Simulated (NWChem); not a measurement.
[SeH][Zn][Br] (ZnHSeBr), optimised at PBE0/def2-SVP with NWChem:

| Item | Value |
|---|---|
| highest occupied level (eV) | -7.14 |
| orbital gap (eV) | 5.87 |
| dipole (D) | 1.11 |
| highest harmonic frequency (cm⁻¹) | 2442 |
| zero-point energy (kcal/mol) | 5.4 |

All stand in one matching conformer (torsions within 35°), which need not be the lowest. This build's default masses of Se (78.918 u) and Br (79.917 u) are each other's, which moves their modes by up to 0.6 %.

Task: One Se atom is replaced by S, giving [SH][Zn][Br] (ZnHSBr), optimised at the same level. How do these values move?

Result: 
```tsv
quantity	new value	change
highest occupied level (eV)	-7.41	-0.27
orbital gap (eV)	6.20	+0.33
dipole (D)	1.13	+0.02
highest harmonic frequency (cm⁻¹)	2705	+263
zero-point energy (kcal/mol)	6.0	+0.6
```
